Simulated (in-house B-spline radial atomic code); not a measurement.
Orbital energies and mean radii along the 8-electron series, configuration [He] 2s2 2p4. The effective charge is n√(-2ε), a non-relativistic measure. Computed with a radial B-spline atomic code at the basis-set limit: non-relativistic Hartree-Fock, average of the configuration, point nuclei.

This level leaves out relativity, spin-orbit splitting included, which matters for heavy ions.

| ion | Z | energy of 2s (Eh) | mean radius of 2s (bohr) | energy of 2p (Eh) | mean radius of 2p (bohr) | energy of 1s (Eh) | mean radius of 1s (bohr) | effective charge of 2s |
| --- | --- | --- | --- | --- | --- | --- | --- | --- |
| La49+ | 57 | -343.45 | 0.1105 | -335.5 | 0.093519 | -1516.77 | 0.026582 | 52.417 |
| Ce50+ | 58 | -356.68 | 0.1085 | -348.58 | 0.091801 | -1572.3 | 0.02612 | 53.418 |
| Pr51+ | 59 | -370.17 | 0.10658 | -361.92 | 0.090145 | -1628.84 | 0.025673 | 54.418 |
| Nd52+ | 60 | -383.91 | 0.10472 | -375.51 | 0.088547 | -1686.38 | 0.025241 | 55.419 |
| Pm53+ | 61 | -397.89 | 0.10292 | -389.35 | 0.087005 | -1744.92 | 0.024823 | 56.419 |
| Sm54+ | 62 | -412.13 | 0.10118 | -403.43 | 0.085516 | -1804.46 | 0.024419 | 57.42 |
| Eu55+ | 63 | -426.62 | 0.099505 | -417.77 | 0.084078 | -1865 | 0.024028 | 58.42 |
| Gd56+ | 64 | -441.35 | 0.097882 | -432.36 | 0.082686 | -1926.54 | 0.023649 | 59.421 |
| Tb57+ | 65 | -456.34 | 0.09631 | -447.2 | 0.081341 | -1989.08 | 0.023283 | 60.421 |
| Dy58+ | 66 | -471.58 | 0.094788 | -462.28 | 0.080038 | -2052.62 | 0.022927 | 61.422 |
| Ho59+ | 67 | ? | ? | ? | ? | ? | ? | ? |
| Er60+ | 68 | -502.8 | 0.091885 | -493.21 | 0.077554 | -2182.7 | 0.022247 | 63.422 |
| Tm61+ | 69 | -518.79 | 0.090499 | -509.05 | 0.076369 | -2249.24 | 0.021922 | 64.423 |
| Yb62+ | 70 | -535.02 | 0.089154 | -525.13 | 0.075219 | -2316.78 | 0.021606 | 65.423 |
| Lu63+ | 71 | -551.51 | 0.087848 | -541.47 | 0.074104 | -2385.32 | 0.021299 | 66.423 |
| Hf64+ | 72 | ? | ? | ? | ? | ? | ? | ? |
| Ta65+ | 73 | ? | ? | ? | ? | ? | ? | ? |
| W66+ | 74 | -602.47 | 0.084152 | -591.98 | 0.070948 | -2596.94 | 0.020429 | 69.425 |
| Re67+ | 75 | -619.96 | 0.082988 | -609.32 | 0.069955 | -2669.48 | 0.020155 | 70.425 |
| Os68+ | 76 | -637.69 | 0.081855 | -626.91 | 0.068989 | -2743.02 | 0.019888 | 71.425 |

Task: Fill in the row of Ho59+.

Result: energy of 2s (Eh): -487.06; mean radius of 2s (bohr): 0.093314; energy of 2p (Eh): -477.62; mean radius of 2p (bohr): 0.078776; energy of 1s (Eh): -2117.16; mean radius of 1s (bohr): 0.022582; effective charge of 2s: 62.422.

Task: Fill in the row of Hf64+.

Result: energy of 2s (Eh): -568.25; mean radius of 2s (bohr): 0.086581; energy of 2p (Eh): -558.06; mean radius of 2p (bohr): 0.073021; energy of 1s (Eh): -2454.86; mean radius of 1s (bohr): 0.021001; effective charge of 2s: 67.424.

Task: Fill in the row of Ta65+.

Result: energy of 2s (Eh): -585.23; mean radius of 2s (bohr): 0.085349; energy of 2p (Eh): -574.9; mean radius of 2p (bohr): 0.07197; energy of 1s (Eh): -2525.4; mean radius of 1s (bohr): 0.020711; effective charge of 2s: 68.424.

Task: How does the screening of 2s change?

Result: Z less the effective charge goes from 4.58 at Z = 57 to 4.57 at Z = 76.
